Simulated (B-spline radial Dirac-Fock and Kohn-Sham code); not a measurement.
**What relativity does to the binding energies of Pt⁶⁷⁺**

System: platinum as Pt⁶⁷⁺ in the configuration 1s2 2s2 2p6 3s1.

Both columns are ΔSCF binding energies of the configuration average from a radial atomic solver: non-relativistic Hartree-Fock with a point nucleus, and Dirac-Fock with a finite nucleus and the Coulomb interaction alone, averaged over the two j levels with weights 2j+1.

```tsv
shell	Hartree-Fock (eV)	Dirac-Fock (eV)	shift (eV)	shift (%)
2p	17172.2	17983.2	+810.93	+4.72
3s	7435.1	8114.4	+679.31	+9.14
```

Relativity binds 2p, 3s more strongly, among those listed most of all 3s in relative terms.

Values without a named source are computed, but for edge energies of neutral atoms, which are taken from tables.
